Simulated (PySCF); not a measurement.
Ga(F)2(NH2) (F2GaH2N), SMILES [F][Ga]([NH2])[F]. Heavy atoms are numbered as in [Ga:1]([F:2])([F:3])[NH2:4]. Hydrogens are named by the atom that carries them.

Geometry optimised at r2SCAN-D4/def2-SVP. The values are those of a single conformer.

All values below come from PySCF with HF/def2-TZVPD.

Mulliken values depend strongly on the basis, most of all with diffuse functions as here. ESP charges are fitted to the potential on shells at 1.4 to 2.0 van der Waals radii. Atomic charges (e), one atom of each kind:

```csv
atom,meta-Löwdin,ESP fit,Mulliken
Ga1,___,1.45,1.08
F2,___,-0.52,-0.49
N4 (NH2),___,-1.22,-0.53
H on N4,___,0.41,0.21
```

Task: Some entries are withheld; supply them. (The exact figures need the calculation; the answer reports its results.)

Result: 
- Ga1, meta-Löwdin: 1.43
- F2, meta-Löwdin: -0.59
- N4 (NH2), meta-Löwdin: -0.73
- H on N4, meta-Löwdin: 0.24
